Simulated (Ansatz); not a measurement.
Geometry optimisation, RKS PBE-D4/def2-SVP in Ansatz.

Input file:

```yaml
crystal:
  periodic: [false, false, false]
  atoms:
    - { symbol: Sn, position_ang: [0.230364, -0.004853, 0.04428] }
    - { symbol: C, position_ang: [1.064903, -0.019272, 2.017585] }
    - { symbol: H, position_ang: [0.403473, -0.139521, 2.897357] }
    - { symbol: H, position_ang: [1.798402, -0.845149, 2.002825] }
    - { symbol: H, position_ang: [1.59187, 0.948429, 2.101872] }
    - { symbol: H, position_ang: [1.937387, 0.12745, -0.172384] }
    - { symbol: H, position_ang: [-0.673822, 1.389592, -0.412611] }
    - { symbol: H, position_ang: [-0.494175, -1.456676, -0.540625] }
basis:
  gaussian: { orbitals: def2-SVP }
hamiltonian:
  xc: pbe
  dispersion: d4
relax:
  f_tol: 0.03
  max_steps: 50
output:
  orbitals: {}
```

Run as:

```bash
$ ansatz run input.yaml --threads 1 --pin off --max-ram 2048MiB --backend cpu --events-out ev --progress --plain --runs-dir out
```

**Question.** Where does it end, and by what steps?

**Answer.** The forces met the threshold. After 6 steps the energy has fallen by 0.624 eV; H6 moved furthest, 0.81 Å.

| step | energy less start (eV) | largest force component (eV/Å) | accepted |
| --- | --- | --- | --- |
| 0 | 0.0000 | 1.369 | yes |
| 1 | -0.2932 | 0.774 | yes |
| 2 | -0.4573 | 0.373 | yes |
| 3 | -0.5740 | 0.215 | yes |
| 4 | -0.6224 | 0.085 | yes |
| 5 | -0.6206 | 0.203 | no |
| 6 | -0.6242 | 0.024 | yes |

```xyz
8
Properties=species:S:1:pos:R:3
Sn 0.444 0.017 0.031
C 1.060 -0.021 2.112
H 0.178 -0.139 2.771
H 1.753 -0.867 2.278
H 1.577 0.924 2.362
H 1.843 0.161 -0.977
H -0.601 1.365 -0.263
H -0.395 -1.440 -0.376
```

Time of the run: 12 s on 1 thread of Intel(R) Xeon(R) Platinum 8488C (Sapphire Rapids), on a shared host, peak memory 0.14 GiB.
